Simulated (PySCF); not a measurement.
# Basis and Hamiltonian dependence of the excitation energy of Zn

Zn [Ar] 3d10 4s2 (1S) → Zn [Ar] 3d10 4s1 4p1 (3P). All values are computed (PySCF 2.14, energy differences of UHF-based or UKS calculations, no spin-orbit coupling). Values in eV.

```
                                                            basis       Hamiltonian  functions    UHF  r2SCAN   PBE0  MP2 (valence)  CCSD(T) (valence)  CCSD(T) (valence and next inner shell)
                                     aug-cc-pVDZ-PP with ECP10MDF               ECP         54  2.744   3.983  3.952          3.824              3.959                                     n/a
                                                     ANO-RCC-VTZP     spin-free X2C         59  2.747   3.919  3.925          3.870              4.034                                   4.066
                                                   aug-cc-pVDZ-DK     spin-free X2C         59  2.723   3.943  3.935          3.870              3.996                                     n/a
                                                      def2-TZVPPD  non-relativistic         67  2.587   3.751  3.750          3.588              3.746                                   3.771
                                   aug-cc-pwCVDZ-PP with ECP10MDF               ECP         70  2.733   3.969  3.932          3.816              3.954                                   3.984
x2c-TZVPPall with one added diffuse shell each of s, p, d, f type     spin-free X2C         80  2.728   3.942  3.940          3.894              4.013                                   4.043
                                     aug-cc-pVTZ-PP with ECP10MDF               ECP         88  2.719   3.961  3.924          3.889              4.009                                     n/a
                                                   aug-cc-pVTZ-DK     spin-free X2C         93  2.720   3.944  3.933          3.897              4.017                                     n/a
                                                      def2-QZVPPD  non-relativistic        100  2.562   3.732  3.734          3.715              3.833                                     n/a
                                                     x2c-QZVPPall     spin-free X2C        108  2.720   3.941  3.930          3.914                n/a                                     n/a
                                   aug-cc-pwCVTZ-PP with ECP10MDF               ECP        122  2.716   3.961  3.921          3.893                n/a                                     n/a
                                                 aug-cc-pwCVTZ-DK     spin-free X2C        127  2.720   3.942  3.931          3.904                n/a                                     n/a
                                     aug-cc-pVQZ-PP with ECP10MDF               ECP        135  2.715   3.961  3.921          3.919                n/a                                     n/a
                                                   aug-cc-pVQZ-DK     spin-free X2C        140  2.716   3.942  3.929          3.924                n/a                                     n/a
```

Frozen in the all-electron rows: valence: [Ar]; valence and next inner shell: [Ne]; with a core potential, the same shells as far as they lie outside it.

Non-relativistic rows lack the scalar-relativistic shift.

Reference for a calculation without spin-orbit coupling: 4.054 eV (measured, between term centres; NIST).
